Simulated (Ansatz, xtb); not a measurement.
## Relaxing a trial structure of CH7BGe

The starting geometry of this gas-phase singlet was built from a drawn formula by distance geometry and a force field; its bonds are those of `[BH3-][CH+][GeH3]`.

```xyz
10

C    -0.2864    0.2240   -0.1323
B     0.9178   -0.1346    0.8708
Ge   -1.8032   -0.8811   -0.1556
H     1.8115    0.6781    0.7400
H     1.3809   -1.2375    0.5611
H     0.5704   -0.1515    1.9550
H    -0.2472    1.0573   -0.7336
H    -1.4526   -2.3584   -0.5509
H    -2.4267   -0.9845    1.3231
H    -2.8890   -0.3416   -1.1470
```

Problem. Where would you expect an optimisation with r2SCAN-D4/def2-SVP to take it?

Solution. It rearranges to `B[CH2][GeH3]`. Contacts that open: B2–H5 (1.24 → 2.25 Å). Contacts that close: C1–H5 (2.32 → 1.10 Å).

The energy falls by 3.16 eV over 31 steps:

```
step  E − E(last) (eV)
   1             3.156
   4             2.165
   8             0.591
  11             0.239
  14             0.146
  18             0.010
  21             0.003
  24             0.001
  28             0.000
  31             0.000
```

Final geometry (Å):

```xyz
10

C     0.3351   -0.5436   -0.1611
B     0.6248    0.3647    1.0418
Ge   -1.6235   -0.8686   -0.0003
H     0.5061    1.5663    0.9502
H     0.7765   -1.5522   -0.1331
H     0.8875   -0.1103    2.1242
H     0.4481   -0.0901   -1.1583
H    -2.0235   -1.7966   -1.1567
H    -1.9539   -1.5486    1.3353
H    -2.4016    0.4495   -0.1116
```

From the same start GFN2-xTB reaches the same bonding as this run.

No frequencies were run, so the end isn't proven a minimum. Run with Ansatz 0.2.0, 62 s on 2 threads of Arm Neoverse V1 (shared host).
